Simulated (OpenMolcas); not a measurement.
# How basis sets differ on CHBrF2 (bromodifluoromethane)

CHBrF2: 5 atoms, total charge 0, spin state singlet. SMILES: `FC(F)Br`. Geometry: relaxed at PBE0-D4/def2-TZVP.

```xyz
5

F     0.1743   -0.6239    1.2011
C     0.1418    0.0192    0.0350
F     0.7079   -0.7538   -0.8905
Br   -1.6954    0.3897   -0.4567
H     0.6714    0.9687    0.1111
```

Each level gives the HOMO–LUMO gap (eV). The values are calculated.

```json
{"level": "HF/ANO-S-MB", "kind": "Hartree–Fock", "program": "OpenMolcas", "value (eV)": "15.42", "CPU time": "2.2 s"}
{"level": "HF/STO-3G", "kind": "Hartree–Fock", "program": "OpenMolcas", "value (eV)": "17.82", "CPU time": "1.8 s"}
{"level": "HF/3-21G", "kind": "Hartree–Fock", "program": "OpenMolcas", "value (eV)": "15.67", "CPU time": "2.2 s"}
{"level": "HF/aug-cc-pVDZ", "kind": "Hartree–Fock", "program": "OpenMolcas", "value (eV)": "12.95", "CPU time": "19 s"}
```

All-electron rows without a relativistic Hamiltonian named are non-relativistic. The values span 12.95 to 17.82 eV. A Hartree–Fock LUMO above zero doesn't converge with the basis: it sinks as sets grow more diffuse. Orbital gaps aren't excitation energies. Times are those of the runs behind each value, whatever else they computed, on shared processors of several kinds: orders of magnitude only.
